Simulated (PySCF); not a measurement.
Radial density of Ga³⁺ (gallium, charge +3)

MN15, [Ar] 3d10, closed-shell 1S. All numbers are calculated (PySCF 2.14, scalar relativity by spin-free X2C-1e, in x2c-SVPall (5s4p3d, 32 functions)).

```
r (bohr)  4πr²ρ (e/bohr)
0.000721          0.1905
 0.00121          0.5173
 0.00204           1.328
 0.00343           3.152
 0.00577           7.204
 0.00971           15.03
  0.0163           26.85
  0.0275           36.93
  0.0462           35.36
  0.0777           30.55
   0.131           42.17
   0.220           34.34
   0.370           21.30
   0.622           25.83
    1.05           9.137
    1.76          0.9820
    2.96         0.01729
    4.98       0.0001031
```

Densities and radii are taken from the X2C orbitals without a picture-change correction, which distorts them close to the nucleus.
